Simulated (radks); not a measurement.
Q: The mean radii <r> (bohr) of the occupied orbitals of an atom or ion are listed with their occupations. Method: scalar-relativistic Kohn-Sham, SCAN, spin-polarised, spherical densities, finite nucleus; meta-GGA in the generalised Kohn-Sham scheme; Fermi nuclear charge, rms radius of each element as measured or else 0.836 A^(1/3) + 0.57 fm; computed with a radial shooting solver on a logarithmic mesh with Libxc functionals.

| orbital | occ. | <r> |
|---|---|---|
| 1s up | 1 | 0.03262 |
| 1s down | 1 | 0.03262 |
| 2s up | 1 | 0.1398 |
| 2s down | 1 | 0.1397 |
| 2p up | 3 | 0.1216 |
| 2p down | 3 | 0.1216 |
| 3s up | 1 | 0.3432 |
| 3s down | 1 | 0.3443 |
| 3p up | 2 | 0.3333 |
| 7d up | 1 | 2.182 |

Name the element and its charge. Open shells, if any, are filled with parallel spins first.

A: Z = 45, rhodium, charge +30: Rh30+ in [Ne] 3s2 3p2 7d1. The 1s radius gives Z: for a bare nucleus <r> = (2 gamma + 1)/(2Z) with gamma = sqrt(1 - (Z/c)^2), 0.0321 bohr for Z = 45, and screening makes it slightly larger (0.03262 here). The occupations add up to 15, and the charge is Z minus that.
